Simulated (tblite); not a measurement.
Compound: C4H13FSeSi2.
Atom-mapped SMILES: `[CH3:1][C@@H:2]([SiH2:3][F:4])[SiH2:5][C@H:6]([CH3:7])[SeH:8]` (hydrogens: H9, H10, H11 on C1; H12 on C2; H13, H14 on Si3; H15, H16 on Si5; H17 on C6; H18, H19, H20 on C7; H21 on Se8)

Computed with GFN2-xTB (tblite), gas phase: L-BFGS steps from a force-field or distance-geometry start until the largest atomic force falls under 0.01 eV/Å.

Step 180: E = -723.9874 eV
```
atom  x, y, z in Å  |  force x, y, z in eV/Å
C1     -2.3097   -0.2938    1.5000    0.012   0.002  -0.006
C2     -1.2647   -0.3135    0.3831   -0.010  -0.008   0.028
Si3    -1.9941    0.4445   -1.2003    0.020  -0.024   0.031
F4     -0.8888    0.3398   -2.3727    0.004  -0.030   0.017
Si5     0.3372    0.5121    1.0083   -0.036  -0.013   0.013
C6      1.7352    0.3209   -0.2754   -0.037   0.005  -0.015
C7      2.1393   -1.1136   -0.5513    0.004  -0.021  -0.052
Se8     3.2668    1.3602    0.4380   -0.001   0.024   0.009
H9     -2.5183    0.7303    1.8014   -0.033  -0.025   0.012
H10    -3.2435   -0.7503    1.1744    0.006   0.013   0.021
H11    -1.9582   -0.8359    2.3762    0.018   0.030  -0.020
H12    -1.0338   -1.3638    0.1719   -0.009   0.020  -0.025
H13    -3.1256   -0.3379   -1.6816    0.011  -0.001  -0.037
H14    -2.2797    1.8668   -1.0988    0.016   0.009   0.022
H15     0.1095    1.9426    1.2492   -0.011   0.014   0.008
H16     0.7820   -0.1353    2.2536   -0.013  -0.002  -0.003
H17     1.4634    0.8196   -1.2068    0.022   0.023  -0.018
H18     3.0342   -1.1527   -1.1725    0.026  -0.022  -0.013
H19     1.3396   -1.6227   -1.0855   -0.045  -0.008   0.007
H20     2.3399   -1.6525    0.3724    0.023   0.020   0.012
H21     4.0604    1.2518   -0.7747    0.034  -0.007   0.009
```

Step 181: E = -723.9884 eV
```
atom  x, y, z in Å  |  force x, y, z in eV/Å
C1     -2.3121   -0.2753    1.5066    0.012   0.005   0.002
C2     -1.2604   -0.3183    0.3963   -0.041  -0.028   0.008
Si3    -1.9817    0.4139   -1.2035    0.002  -0.030   0.002
F4     -0.8706    0.2964   -2.3709   -0.020  -0.035   0.046
Si5     0.3389    0.5087    1.0187   -0.024   0.011   0.022
C6      1.7332    0.3288   -0.2687    0.036  -0.027  -0.039
C7      2.1237   -1.1033   -0.5871   -0.042   0.036  -0.019
Se8     3.2773    1.3310    0.4796   -0.014   0.003  -0.034
H9     -2.5203    0.7557    1.7844   -0.042  -0.032   0.006
H10    -3.2448   -0.7386    1.1862    0.015   0.021   0.020
H11    -1.9673   -0.7967    2.3982    0.025   0.022  -0.036
H12    -1.0284   -1.3722    0.2028   -0.029   0.024  -0.017
H13    -3.1136   -0.3776   -1.6768    0.052   0.018  -0.025
H14    -2.2730    1.8376   -1.1292    0.022  -0.003   0.027
H15     0.1117    1.9394    1.2604   -0.014   0.014   0.010
H16     0.7831   -0.1389    2.2634   -0.005  -0.008   0.003
H17     1.4701    0.8587   -1.1862    0.033   0.003   0.006
H18     3.0209   -1.1329   -1.2044    0.037  -0.015  -0.026
H19     1.3195   -1.5827   -1.1428   -0.022  -0.012   0.032
H20     2.3157   -1.6736    0.3208   -0.004   0.039  -0.018
H21     4.0691    1.2565   -0.7387    0.022  -0.006   0.030
```

Step 182: E = -723.9889 eV
```
atom  x, y, z in Å  |  force x, y, z in eV/Å
C1     -2.3144   -0.2733    1.5060   -0.008  -0.004  -0.003
C2     -1.2634   -0.3184    0.3970   -0.040  -0.023  -0.019
Si3    -1.9815    0.4149   -1.2017   -0.013  -0.034  -0.046
F4     -0.8715    0.2898   -2.3702   -0.031  -0.035   0.057
Si5     0.3370    0.5029    1.0185    0.004   0.035   0.015
C6      1.7293    0.3248   -0.2718    0.088   0.001   0.005
C7      2.1306   -1.1033   -0.5879   -0.021   0.097  -0.022
Se8     3.2679    1.3352    0.4752    0.006   0.025  -0.009
H9     -2.5233    0.7567    1.7826   -0.045   0.013   0.005
H10    -3.2476   -0.7365    1.1879    0.012   0.010   0.015
H11    -1.9694   -0.7903    2.3983    0.037  -0.015   0.003
H12    -1.0318   -1.3708    0.2001   -0.034  -0.010  -0.006
H13    -3.1196   -0.3686   -1.6757    0.068   0.024  -0.016
H14    -2.2634    1.8395   -1.1279    0.018   0.016   0.027
H15     0.1147    1.9337    1.2654   -0.015   0.009   0.008
H16     0.7787   -0.1498    2.2607    0.005  -0.013   0.012
H17     1.4678    0.8523   -1.1887   -0.004   0.031  -0.043
H18     3.0244   -1.1318   -1.2094    0.033   0.004  -0.053
H19     1.3245   -1.5865   -1.1312   -0.077  -0.085  -0.031
H20     2.3344   -1.6637    0.3195    0.003  -0.036   0.078
H21     4.0677    1.2598   -0.7378    0.014  -0.010   0.025
```

Step 183: E = -723.9898 eV
```
atom  x, y, z in Å  |  force x, y, z in eV/Å
C1     -2.3146   -0.2682    1.5072   -0.010   0.002   0.001
C2     -1.2612   -0.3209    0.4010   -0.030  -0.014  -0.015
Si3    -1.9759    0.4045   -1.2029   -0.006  -0.022  -0.031
F4     -0.8635    0.2759   -2.3682   -0.024  -0.036   0.048
Si5     0.3376    0.5033    1.0236    0.014   0.026   0.000
C6      1.7294    0.3290   -0.2689    0.064   0.003  -0.009
C7      2.1218   -1.0989   -0.5985   -0.022   0.063  -0.018
Se8     3.2737    1.3258    0.4859    0.001   0.016  -0.019
H9     -2.5248    0.7643    1.7754   -0.040  -0.005   0.007
H10    -3.2466   -0.7338    1.1896    0.005   0.007   0.017
H11    -1.9710   -0.7795    2.4036    0.030  -0.006   0.000
H12    -1.0294   -1.3746    0.2116   -0.035  -0.008  -0.010
H13    -3.1117   -0.3819   -1.6754    0.055   0.016  -0.022
H14    -2.2588    1.8295   -1.1355    0.018   0.010   0.026
H15     0.1144    1.9336    1.2708   -0.018   0.013   0.010
H16     0.7808   -0.1493    2.2652    0.003  -0.013   0.011
H17     1.4686    0.8666   -1.1813    0.010   0.016  -0.019
H18     3.0178   -1.1256   -1.2182    0.016  -0.002  -0.039
H19     1.3140   -1.5731   -1.1504   -0.039  -0.052   0.000
H20     2.3202   -1.6711    0.3046   -0.006  -0.007   0.032
H21     4.0703    1.2611   -0.7303    0.012  -0.011   0.030
```

Q: Estimate the geometry and energy of step 184. (The exact step hangs on the optimiser's Hessian estimate; all steps are aligned on step 183, rigid shifts and turns removed.)

A: E = -723.9913 eV, largest force 0.079 eV/Å
```
atom  x, y, z in Å  |  force x, y, z in eV/Å
C1     -2.3173   -0.2515    1.5099   -0.013   0.012   0.019
C2     -1.2559   -0.3269    0.4134   -0.011   0.019  -0.007
Si3    -1.9581    0.3755   -1.2056   -0.009   0.018  -0.002
F4     -0.8397    0.2263   -2.3607    0.002  -0.034   0.018
Si5     0.3395    0.5018    1.0402    0.052   0.006  -0.037
C6      1.7283    0.3403   -0.2604    0.018  -0.012  -0.042
C7      2.0991   -1.0849   -0.6307   -0.027   0.012   0.019
Se8     3.2867    1.3013    0.5124   -0.010   0.000  -0.024
H9     -2.5357    0.7873    1.7509   -0.017  -0.048   0.014
H10    -3.2445   -0.7272    1.1949   -0.011  -0.006   0.021
H11    -1.9770   -0.7425    2.4195    0.006   0.019  -0.008
H12    -1.0236   -1.3838    0.2444   -0.043  -0.009  -0.013
H13    -3.0897   -0.4171   -1.6728    0.029   0.005  -0.031
H14    -2.2390    1.8037   -1.1612    0.024  -0.024   0.024
H15     0.1158    1.9302    1.2950   -0.023   0.019   0.010
H16     0.7848   -0.1572    2.2781    0.003  -0.010   0.005
H17     1.4678    0.9056   -1.1585    0.033  -0.016   0.022
H18     2.9958   -1.1064   -1.2508   -0.004  -0.001  -0.026
H19     1.2851   -1.5358   -1.1984    0.023   0.009   0.058
H20     2.2909   -1.6872    0.2581   -0.030   0.054  -0.050
H21     4.0778    1.2654   -0.7087    0.007  -0.014   0.029
```

The energy changes by -0.0015 eV. The first-order estimate −F·Δx gives -0.0026 eV and the mean of the old and new forces, exact on a quadratic surface, -0.0013 eV. The step makes an angle of 86° with the force vector and moves no atom by more than 0.067 Å.

What follows is the cost of the whole relaxation. Time: 4.1 s of wall time. Hardware: Arm Neoverse N1, one thread, shared host with 64 logical CPUs at a one-minute load of 60.
